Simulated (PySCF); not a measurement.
**[WO3(OH)]−: one run**

[WO3(OH)]− (singlet). PySCF 2.14.0, RKS CAM-B3LYP, W def2-SVP with ECP60, O def2-SVP, H def2-SVP; non-relativistic Hamiltonian with scalar-relativistic core potentials where named; density fitting; no spin-orbit coupling. Purpose: singlet excitations, Tamm-Dancoff CAM-B3LYP.

```python
mol = gto.M(atom='''
W      0.00837    -0.00837    -0.06006
O      0.94117     1.07881     0.96064
O     -1.07881    -0.94117     0.96064
O      1.07740    -1.07740    -0.95640
O     -1.04477     1.04477    -1.32856
H     -1.66242     1.66242    -0.91704''',
    basis={'W': 'def2-SVP', 'O': 'def2-SVP', 'H': 'def2-SVP'},
    ecp={'W': 'def2-SVP'},
    charge=-1, spin=0)
mf = dft.RKS(mol, xc='CAMB3LYP')
mf.grids.atom_grid = (50, 194)
mf = mf.density_fit()  # fitting sets: W def2-universal-JKFIT, O def2-universal-JKFIT, H def2-universal-JKFIT
mf.conv_tol = 1e-08; mf.max_cycle = 55
mf.kernel(dm0)  # dm0: converged density of the relaxed state
td = mf.TDA(); td.nstates = 8; td.kernel()
```

Run from Python with OMP_NUM_THREADS=2; the lines above give its settings. Where DIIS fails, smearing, a level shift and second-order steps follow.
It took 42 s on 2 threads of Arm Neoverse V1, on a shared host, from an already converged density.

Q: Where do the frontier levels lie, over both spins?

A: HOMO -4.11 eV, LUMO 5.01 eV. 

Q: What are the Mulliken charges and spins?

A: 
```tsv
atom	charge (e)	spin (e)
W1	0.862	0.000
O2	-0.516	0.000
O3	-0.516	0.000
O4	-0.509	0.000
O5	-0.511	0.000
H6	0.191	0.000
```

Q: Which singlet excitations follow (Tamm-Dancoff, 8 states)?

A: 
```tsv
state	eV	oscillator strength
1	5.51	0.0003
2	5.66	0.0003
3	5.93	0.0006
4	5.97	0.0077
5	5.98	0.0032
6	6.17	0.0018
7	6.22	0.0025
8	6.27	0.0156
```
For an anion in a basis without diffuse functions, states above the detachment energy aren't bound: they are resonances at best, or continuum confined by the basis.

The geometry was relaxed with r2SCAN (W def2-SVP with ECP60, O def2-SVP, H def2-SVP).
